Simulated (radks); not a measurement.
Results of a calculation; reference values are marked as such.
Spherical quantum dot in the effective-mass picture: electrons in a parabolic well V = omega^2 r^2 / 2 with omega = 0.391, all in effective atomic units (hartree* = m*/eps^2 hartree, bohr* = eps/m* bohr), one dielectric constant everywhere. Level of theory: non-relativistic Kohn-Sham, PBEsol, spin-polarised, spherical densities (a radial shooting solver with Libxc functionals). Levels are named by radial order and angular momentum (1s, 1p, 1d, 2s, ...), and open shells are averaged over m. Results are scaled to m* = 0.137 and eps = 13.7, for which hartree* = 19.86 meV and bohr* = 5.292 nm.

N = 11, configuration 1s2 1p6 1d(up 3, down 0). This is the lowest configuration that the search found. Occupied and some empty levels:

| level | occupation | eigenvalue (meV) | <r> (nm) |
|---|---|---|---|
| 1s up | 1 | 72.384 | 14.51 |
| 1s down | 1 | 72.830 | 14.01 |
| 1p up | 3 | 75.801 | 17.59 |
| 1p down | 3 | 76.491 | 17.33 |
| 1d up | 3 | 79.915 | 19.77 |
| 1d down | 0 | 80.725 | 19.67 |
| 2s up | 0 | 81.411 | 16.71 |
| 2s down | 0 | 81.858 | 16.91 |
| 1f up | 0 | 84.593 | 21.53 |
| 1f down | 0 | 85.448 | 21.54 |
| 2p up | 0 | 86.625 | 19.09 |
| 2p down | 0 | 87.108 | 19.19 |

Energy (meV): total 532.741, kinetic 62.991, external 200.08, Hartree 326.10, exchange-correlation -56.425.

Electron density:

| r (nm) | n(r) (e/nm^3) |
|---|---|
| 0.732 | 0.0001485 |
| 3.49 | 0.0001676 |
| 6.25 | 0.0002047 |
| 9.02 | 0.0002444 |
| 11.8 | 0.0002675 |
| 14.5 | 0.0002580 |
| 17.3 | 0.0002123 |
| 20.1 | 0.0001441 |
| 22.8 | 0.00007794 |
| 25.6 | 0.00003264 |
| 28.3 | 0.00001057 |
| 31.1 | 2.687e-06 |
| 33.9 | 5.330e-07 |
| 36.6 | 8.244e-08 |
